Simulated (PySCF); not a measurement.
Compound: SbI3.
Geometry (PBE0-D3(BJ)/def2-SVP, Å), atoms numbered from 1 in this order:
```
atom  x, y, z in Å
Sb1    0.0173   -0.0233    0.9549
I2     2.4376   -0.0070   -0.3134
I3    -1.1967    2.0582   -0.3365
I4    -1.1749   -2.1183   -0.3355
```

Computed, not measured: PBE0-D3(BJ)/def2-SVP geometry optimisation, gas phase, def2 core potentials past Kr in PySCF 2.14.0.

Take the most abundant isotopes and a rigid rotor. 

**Question.** What are A, B and C (MHz)?

**Answer.** Ia = 1257.62, Ib = 1262.38, Ic = 2217.71 u·Å²; 505379 MHz·u·Å²/I gives A = 401.9, B = 400.3, C = 227.9 MHz.

**Question.** What kind of rotor is it?

**Answer.** An oblate symmetric top, as the point group C3v requires two equal moments; the computed ones differ by 0.38 % because the geometry is symmetric only within the optimiser's tolerance: κ = (2 × 400.3 − 401.9 − 227.9)/(401.9 − 227.9) = 0.98.

**Question.** What does the inertial defect say?

**Answer.** Not planar: Δ = Ic − Ia − Ib = -302.30 u·Å². For a rigid frame Δ = −2 Σ m c², so Σ m c² = 151.15 u·Å² lies off the ab plane. The atom farthest from that plane is 0.97 Å away.

**Question.** Give the other two planar moments, Paa and Pbb, and the rms extents of the mass along the axes.

**Answer.** Paa = Σ m a² = (Ib + Ic − Ia)/2 = 1111.23 and Pbb = Σ m b² = (Ia + Ic − Ib)/2 = 1106.47 u·Å². With the mass M = 501.62 u, the rms extents √(P/M) along a, b and c are 1.49, 1.49, 0.55 Å.

**Question.** Where do the R-branch lines fall?

**Answer.** The dipole of 1.76 D lies along the symmetry axis, so ΔK = 0 and J+1 ← J falls at 2B(J+1) for every K: 0.80 GHz, 1.60 GHz, 2.41 GHz, 3.21 GHz, 4.01 GHz for J = 0 to 4.

Whether it is a minimum is left open (no frequencies). Constants of a rigid frame at the computed geometry: no zero-point averaging, no centrifugal distortion.
